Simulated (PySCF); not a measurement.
**Stretching HgB⁺**

Set-up: basis Hg def2-SVP with ECP60, B def2-SVP; scalar-relativistic core potentials; PySCF 2.14. Energies in eV from Hg + B⁺ in their ground configurations at the same level. State: ¹Σ⁺ (singlet), closed shell.

```tsv
R (Å)	MN15	RHF-CCSD(T)	RHF
2.037	-1.070		-0.2850
2.132	-1.244	-1.023	-0.5701
2.227	-1.337	-1.127	-0.7559
2.298	-1.369	-1.165	-0.8468
2.369	-1.378	-1.177	-0.9065
2.440	-1.370	-1.170	-0.9416
2.535	-1.341	-1.138	-0.9594
2.653	-1.284	-1.074	-0.9485
2.795	-1.200	-0.977	-0.9039
2.985	-1.074		-0.8153
```

Question: Put a parabola through the three lowest points of the MN15 curve and estimate Re, k and ωe (reduced mass 10.44 u; 1 eV/Å² = 0.16022 mdyn/Å; ωe = 1302.8·√(k/μ) cm⁻¹).

Answer: Through R = 2.298, 2.369, 2.44 Å the second-order coefficient is 1.69 eV/Å², so Re ≈ 2.371 Å, k ≈ 0.540 mdyn/Å and ωe ≈ 296 cm⁻¹. A polynomial fit of higher order to the unrounded MN15 energies gives Re = 2.368 Å, k = 0.538 mdyn/Å, ωe = 296 cm⁻¹; anharmonicity and rounding make the difference.

The higher-order fit for each curve: MN15: Re = 2.368 Å, ωe = 296 cm⁻¹, De = 1.38 eV; RHF-CCSD(T): Re = 2.375 Å, ωe = 313 cm⁻¹, De = 1.18 eV; RHF: Re = 2.552 Å, ωe = 256 cm⁻¹, De = 0.96 eV.

Correlated steps freeze 1 core orbital. Correlated levels converge slowly with the basis: in double zeta they bind strong bonds too weakly, by up to about 1 eV, and carry superposition errors of some tenths. Spin–orbit coupling is left out. For an ion De counts to the pair picked by the measured ionisation energies or electron affinities, which need not be the lowest pair at this level.
